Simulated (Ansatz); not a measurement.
Mulliken charges of AlBrH$_{4}$O$_{2}$Si, SMILES `O[SiH](Br)[O][AlH2]` from PBE/def2-TZVPP in Ansatz (PBE0-D4/def2-TZVP geometry).

```tsv
atom	x (Å)	y (Å)	z (Å)	charge (e)
O1	0.869	1.979	-0.467	-0.337
Si2	0.925	0.368	-0.699	0.487
Br3	0.036	-0.109	-2.691	-0.244
O4	0.111	-0.466	0.403	-0.216
Al5	-1.084	-1.210	1.341	0.393
H6	0.071	2.451	-0.710	0.192
H7	2.345	-0.006	-0.708	-0.059
H8	-0.704	-2.564	2.052	-0.105
H9	-2.481	-0.488	1.461	-0.110
```

Q: By hand: the dipole of these point charges (1 e Å = 4.8032 D).

A: Σ q r = (-0.079, -0.042, 0.443) e Å, of length 0.452 e Å = 2.17 D.

Q: How does the dipole of the full density compare? (Estimate.)

A: Computed: (-0.228, 0.047, 0.262) e Å, 1.68 D; the point charges give 1.29 times that, at 33° from its direction.

Point charges leave out the atoms' own dipoles, such as those of lone pairs, and Mulliken's split depends on the basis, so the two needn't agree.
